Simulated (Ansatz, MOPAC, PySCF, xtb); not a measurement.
Torsion C1–Sn2–S3–H7 in CH4SSn (SMILES [CH3][Sn][SH]); at each angle all else is relaxed with GFN2-xTB, and the levels are single points there.
Geometry at 180° (charge 0, multiplicity 1):
```xyz
7

C     -1.049    -0.102     0.023
Sn     0.255     1.727    -0.157
S      2.323     0.453     0.080
H     -0.644    -0.935    -0.552
H     -2.072     0.072    -0.315
H     -1.101    -0.429     1.064
H      3.182     1.459    -0.014
```

On the grid 0° to 330°, 270° is the highest and 180° the lowest point at MP2/CBS(def2-TZVPP, def2-QZVPP) + ΔCCSD(T)/def2-TZVPP.

The state reached by PM6 isn't checked.

Programs: Ansatz (Gaussian basis) for Hartree–Fock, density functionals and correlated methods; MOPAC for PM6 (differences of heats of formation); PySCF for M06-2X; xtb for the GFN methods. Values without a source in brackets are computed. In def2 rows elements past Kr take small-core potentials, without spin–orbit coupling.

**Question.** One of these levels gives 23.9 kJ/mol for the energy at 270° less that at 180°. Which one is it?
A. PM6
B. BLYP/def2-TZVPP
C. GFN1-xTB
D. M06-2X/def2-TZVPP

**Answer.** A, PM6. The others give 29.8 (GFN1-xTB), 46.6 (BLYP/def2-TZVPP), 41.3 (M06-2X/def2-TZVPP)

Ansatz is a program for electronic structure.
